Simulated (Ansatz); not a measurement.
Relaxation of Cl$_{2}$H$_{2}$O$_{2}$Zr (7 atoms, charge 0, multiplicity 1), to a largest force component of 0.02 eV/Å in at most 40 steps.

These are results of RHF/def2-SVP in Ansatz, not measurements.

```xyz
7
Properties=species:S:1:pos:R:3
Zr 0.000 0.000 0.000
O 0.000 0.000 2.070
H -0.909 -0.281 2.407
O 1.952 0.000 -0.689
H 2.268 -0.952 -0.806
Cl -1.187 2.056 -0.839
Cl -1.187 -2.056 -0.839
```

Q: Where does it end, and by what steps?

A: It converged. After 7 steps the energy has fallen by 1.526 eV; H3 moved furthest, 0.61 Å.

```csv
step,energy less start (eV),largest force component (eV/Å),accepted
0,0.0000,3.149,yes
1,-0.9480,2.115,yes
2,-1.2069,0.954,yes
3,-1.3133,0.699,yes
4,-1.3161,2.485,yes
5,-1.5167,0.202,yes
6,-1.5250,0.161,yes
7,-1.5260,0.014,yes
```

```xyz
7
Properties=species:S:1:pos:R:3
Zr -0.158 -0.140 -0.069
O -0.360 -0.139 1.817
H -0.432 -0.143 2.756
O 1.671 -0.341 -0.534
H 2.586 -0.441 -0.730
Cl -0.967 1.937 -0.945
Cl -1.404 -1.967 -0.991
```

Run time: 22 s on 1 thread of Intel(R) Xeon(R) Platinum 8488C (Sapphire Rapids) (shared host), peak memory 0.24 GiB.
